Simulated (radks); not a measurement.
Q: Neutral krypton, [Kr]. Method: non-relativistic Kohn-Sham, LDA (Slater exchange, Perdew-Wang correlation), spin-polarised, spherical densities, point nucleus; computed with a radial shooting solver on a logarithmic mesh with Libxc functionals. Every spin shell is full or empty, so the densities are truly spherical. Functionals are evaluated on that one density, not self-consistently. Rank these exchange functionals by their error against the exact value of the orbitals, and give that value: LDA, PBE, revPBE, RPBE, PW91, SOGGA, B86b, EV93, APBE, SCAN, Tao-Mo, MVS.

A: Exact: -93.6838 hartree. From best to worst, with 100 (|E| - |E exact|)/|E exact| (equal figures are ties): EV93 -0.01, PW91 +0.05, MVS +0.06, B86b +0.09, RPBE -0.14, revPBE -0.21, SCAN +0.27, PBE -0.39, APBE +0.45, Tao-Mo -0.65, SOGGA -2.51, LDA -5.50.
